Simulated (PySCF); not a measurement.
From one molecule to another.

First species: C3H9GeOP.
SMILES: `C=CC[O][GeH2][PH2]`

Second species: Ti(OH)Me3, C3H10OTi (singlet state).
Bonds: Ti1–O2, Ti1–C4, Ti1–C8, Ti1–C12. Hydrogens: H3 on O2; H5, H6, H7 on C4; H9, H10, H11 on C8; H13, H14, H15 on C12.

Levels: CAM-B3LYP/def2-SVPD for HOMO energy, LUMO energy, HOMO–LUMO gap and static isotropic polarisability; TDDFT CAM-B3LYP/def2-SVPD for lowest singlet excitation; TDA CAM-B3LYP/def2-SVPD for lowest triplet excitation (Tamm–Dancoff). Geometries: PBE0-D3(BJ)/def2-SVP. All species are isolated and taken at one optimised geometry, non-relativistic unless stated. Electronic properties by PySCF.

Dipoles, sizes and rotational constants follow the conformer. The torsions of the flexible species, by atom-mapped SMILES:
- `[CH2:1]=[CH:2][CH2:3][O:4][GeH2:5][PH2:6]`: C1–C2–C3–O4 121°, C2–C3–O4–Ge5 -62°, C3–O4–Ge5–P6 -45°, H–P6–Ge5–O4 -167°, H–P6–Ge5–O4 -74°

Which has the higher HOMO–LUMO gap?

The first: 9.37 eV against 8.83 eV, a difference of 0.54 eV.

Which of the two has the higher HOMO energy, and by how much?

The first: -8.70 eV against -8.93 eV, a difference of 0.23 eV.

Which has the higher LUMO energy?

The first: 0.67 eV against -0.10 eV, a difference of 0.77 eV.

Which of the two has the higher S1 energy, and by how much?

The first: 6.20 eV against 3.83 eV, a difference of 2.37 eV.

Which has the higher T1 energy?

The first: 4.35 eV against 3.56 eV, a difference of 0.79 eV.

Which of the two has the higher static isotropic polarisability, and by how much?

The first: 98.2 au against 84.9 au, a difference of 13.3 au.

On the first: The polarisability is 14.55 Å³ as a volume (1 au = 0.148185 Å³), or 1.20 au for each of the 82 electrons. The vertical singlet–triplet gap S1 − T1 is 1.85 eV (TDDFT singlet less Tamm–Dancoff triplet; S1: HOMO→LUMO, weight 0.61; T1: HOMO−1→LUMO, weight 0.45). The calculation is non-relativistic and has no spin–orbit coupling, an omission that weighs most on germanium.

On the second: S1 lies 5.00 eV below the HOMO–LUMO gap. In wavenumbers S1 is 30900 cm⁻¹ (1 eV = 8065.54 cm⁻¹).
